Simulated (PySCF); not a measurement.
# One molecule, several mistakes: AlBGeH6N cation

All numbers below are calculated, not measured. The program is PySCF 2.14.0, an open-source quantum chemistry code, run on an isolated molecule that a program drew, which may never have been made. The molecule is AlBGeH6N cation (charge +1, singlet), drawn as the SMILES string `[BH+][NH][AlH][GeH3]`.

Each row is a Hartree-Fock (HF) and frozen-core CCSD(T) single point in the cc-pV(D+d)Z basis, meant for a local HF minimum. Run 1 is clean. Each other run has one planted mistake out of seven kinds, and not every kind appears here: one electron removed, one electron added, multiplicity raised by two, geometry at a saddle point, minimal basis STO-3G, one bond length entered in bohr, all coordinates scaled. The reference is restricted for singlets and unrestricted otherwise, and also for a bond in bohr. Adding or removing an electron swaps singlet and doublet. Electrons count all cores. HOMO and LUMO are orbital energies over both spins, the gradient is its largest component, and the lowest frequency (negative if imaginary) is given only where the gradient is small. Bond lengths are over the 9 bonds as drawn. T1 is the CCSD diagnostic: over 0.02 (restricted) or 0.045 (unrestricted) a single reference is doubtful. Germanium has the cc-pVDZ-PP basis, with a core potential (ECP10MDF) in place of its 10 inner electrons, and its 3s, 3p and 3d shells are frozen in CCSD(T).

Geometry of the clean run:
```xyz
10
AlBGeH6N cation, angstrom
B    -0.3848    1.5590   -1.4627
N    -0.2176    1.4468   -0.1797
Al   -0.9646    0.0953    1.0375
Ge   -2.4015   -1.5787   -0.1382
H    -0.5653    1.6185   -2.6176
H     0.3696    2.1324    0.2844
H    -0.4316    0.4583    2.4563
H    -2.4109   -1.1673   -1.6181
H    -3.8169   -1.5254    0.4221
H    -1.7941   -2.9680    0.0072
```

```
run  electrons  basis functions  <S^2>  HOMO (eV)  LUMO (eV)  gradient (hartree/bohr)  lowest frequency (cm^-1)  mean bond (Å)  longest bond (Å)      T1  HF (hartree)  CCSD(T) (hartree)                          mistake
  1         62              104  0.000     -14.43      -3.32                  4.6e-05                        66         1.5657             2.500  0.0148    -617.72578         -618.17672                         no fault
  2         62              104  2.010     -10.22      -6.51                  3.7e-02                         -         1.5657             2.500  0.0254    -617.58132         -618.02616       multiplicity raised by two
  3         62              104  1.020     -13.86      -5.07                  2.5e-02                         -         1.6941             2.500  0.0208    -617.47808         -617.90123  one bond length entered in bohr
  4         62              104  0.000     -14.80      -3.26                  9.8e-02                         -         1.4592             2.330  0.0130    -617.67758         -618.11912           all coordinates scaled
  5         61              104  0.770     -22.19     -12.53                  6.0e-02                         -         1.5657             2.500  0.0170    -617.23112         -617.65756                                ?
  6         63              104  0.788      -4.47       1.12                  2.2e-02                         -         1.5657             2.500  0.0219    -617.86805         -618.34187                                ?
```

**Which mistake was planted in run 5, and what did it cost?**

It counts 61 electrons, one fewer than the clean run, at the same geometry and basis. So the mistake is: one electron removed. Subtracting run 1 and multiplying by 627.51 kcal/mol a hartree, the energy moved by 310.4 kcal/mol in HF and 325.8 kcal/mol in CCSD(T).

**Which mistake was planted in run 6, and what did it cost?**

It counts 63 electrons, one more than the clean run, at the same geometry and basis. So the mistake is: one electron added. Subtracting run 1 and multiplying by 627.51 kcal/mol a hartree, the energy moved by -89.3 kcal/mol in HF and -103.6 kcal/mol in CCSD(T).

